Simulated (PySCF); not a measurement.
KSb⁺: one state, many levels of theory

State: ⁴Σ⁻ (quartet), unpaired electrons σ ↑, π ↑↑. Set-up: PySCF, scalar-relativistic core potentials, basis sets K def2-SVPD, Sb def2-SVPD with ECP28. De refers to K⁺ + Sb in their high-spin ground configurations, without counterpoise correction. The functionals are run spin-unrestricted. A positive dipole points towards Sb; it is taken about the centre of mass and depends on that origin. Levels whose curve was spin-contaminated or gave no clean fit are not listed.

| Level | Re (Å) | ωe (cm⁻¹) | De (eV) | μ (D) |
| --- | --- | --- | --- | --- |
| UHF | 4.036 | 51.6 | 0.142 | -12.74 |
| UHF-MP2 | 3.926 | 58.7 | 0.185 | n/a |
| UHF-SCS-MP2 | 3.942 | 57.7 | 0.178 | n/a |
| PBE | 3.836 | 60.2 | 0.215 | -11.60 |
| r²SCAN | 3.865 | 58.3 | 0.186 | -11.89 |
| PBE0 | 3.836 | 59.5 | 0.194 | -11.74 |
| r²SCAN0 | 3.849 | 58.9 | 0.182 | -11.87 |
| B97-3 | 3.849 | 60.4 | 0.167 | -11.83 |
| LC-ωPBE | 3.857 | 57.1 | 0.169 | -11.97 |
| B2PLYP | 3.876 | 58.9 | 0.188 | -11.97 |

Question: What does the step from GGA to meta-GGA do here, going from PBE to r²SCAN?

Answer: r²SCAN less PBE: +2.9 pm in Re, -3.2 % in ωe, -0.03 eV in De. 

Question: What does a quarter of exact exchange do here, going from r²SCAN to r²SCAN0?

Answer: r²SCAN0 less r²SCAN: -1.6 pm in Re, +1.0 % in ωe, -0.00 eV in De. Exact exchange removes part of the self-interaction that spreads semilocal densities, and in most molecules shortens and stiffens the bond and lowers De; so it does here.

Question: What does second-order correlation do here, going from UHF to UHF-MP2?

Answer: UHF-MP2 less UHF: -11.0 pm in Re, +13.8 % in ωe, +0.04 eV in De. Correlation nearly always deepens the well. The bond shortens, as in weak, metallic or heavy-atom bonds, where dispersion and the correlation of outer-core electrons pull the atoms together.

Correlated steps freeze 9 core orbitals. The bond is weak. Basis-set superposition, not corrected here, can be much of De in a small basis, most of all at correlated wavefunction levels. These are scalar-relativistic numbers at best; spin–orbit coupling would shift them, the dissociation energy most. For an ion De counts to the pair picked by the measured ionisation energies or electron affinities, which need not be the lowest pair at this level. B2PLYP dipoles, levels and charges come from its SCF part alone. The state was picked by a PBE0 search and need not be the measured ground state.

The whole job (state search and all levels along the bond) took about 3.5 min on 1 thread of Arm Neoverse V1 (shared host), peak memory 0.84 GiB.
